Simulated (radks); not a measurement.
The numbers below are computed, except where a source is named.
The oxygen ion O+, 7 electrons, occupied as [He] 2s2 2p3. Level of theory: Dirac Kohn-Sham, LDA (Slater exchange, Perdew-Wang correlation), spin-unpolarised, spherical densities, finite nucleus; open shells fill j = l - 1/2 first; Fermi nuclear charge, rms radius 2.6991 fm (a radial shooting solver on a logarithmic mesh with Libxc functionals).

Spin-orbit splittings of the eigenvalues, e(l+1/2) - e(l-1/2), with zeta = 2 splitting/(2l+1) and mean radii in bohr:

shell  occ.  splitting (eV)  zeta (eV)  <r> j=l-1/2  <r> j=l+1/2
2p        3         0.04436    0.02957        1.108        1.109
3p        0        0.003221   0.002147        4.981        4.985
